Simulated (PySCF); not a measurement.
Mapped SMILES: `[CH2:1]=[C:2]([CH3:3])[CH2:4][CH2:5][O:6][SiH:7]([F:8])[F:9]`; H(Xn) means a hydrogen on atom n. Ha(C1) is cis to C3; Hb(C1) is trans to C3.

How the numbers were obtained: geometry: GFN2-xTB, shielding tensors at PBE0/pcSseg-1 (GIAO), in PySCF (equivalent nuclei averaged, single conformer, no solvent model, relativity neglected).

Predict the 2D correlation tables (HSQC, COSY, HMBC).

Answers



HSQC (one-bond C–H):
| δH | δC |
| --- | --- |
| 5.45 (Hb(C1)) | 126.3 (C1) |
| 5.34 (Ha(C1)) | 126.3 (C1) |
| 4.41 (H(C5)) | 66.9 (C5) |
| 2.43 (H(C4)) | 48.0 (C4) |
| 1.97 (H(C3)) | 22.9 (C3) |

COSY cross peaks (H two or three bonds apart, from the bond graph; peaks can be absent where the dihedral angle is near 90°):
| δH | δH |
| --- | --- |
| 5.45 (Hb(C1)) | 5.34 (Ha(C1)) |
| 4.41 (H(C5)) | 2.43 (H(C4)) |

HMBC (two and three bonds, from the bond graph):
| δH | δC |
| --- | --- |
| 5.45 (Hb(C1)) | 151.5 (C2), 48.0 (C4), 22.9 (C3) |
| 5.34 (Ha(C1)) | 151.5 (C2), 48.0 (C4), 22.9 (C3) |
| 4.74 (H(Si7)) | 66.9 (C5) |
| 4.41 (H(C5)) | 151.5 (C2), 48.0 (C4) |
| 2.43 (H(C4)) | 151.5 (C2), 126.3 (C1), 66.9 (C5), 22.9 (C3) |
| 1.97 (H(C3)) | 151.5 (C2), 126.3 (C1), 48.0 (C4) |

References, each an isolated molecule treated in the same way: 1H and 13C against TMS.

Short H···H contacts in this conformer between protons four or more bonds apart (candidates for NOE cross peaks, intensity ∝ r⁻⁶): Hb(C1)···H(C4) 2.34 Å, H(C3)···H(C5) 2.36 Å, Ha(C1)···H(C3) 2.40 Å, H(C3)···H(C4) 2.54 Å.

Shifts are as computed. Against solution values, carbons near 30 ppm lie about +3 ppm off and those near 130 ppm about +5 ppm. Of 1309 compounds with measured shifts, 239 miss one by over three times the rms of a fit or turn the order of signals round; such compounds aren't used in these exercises.
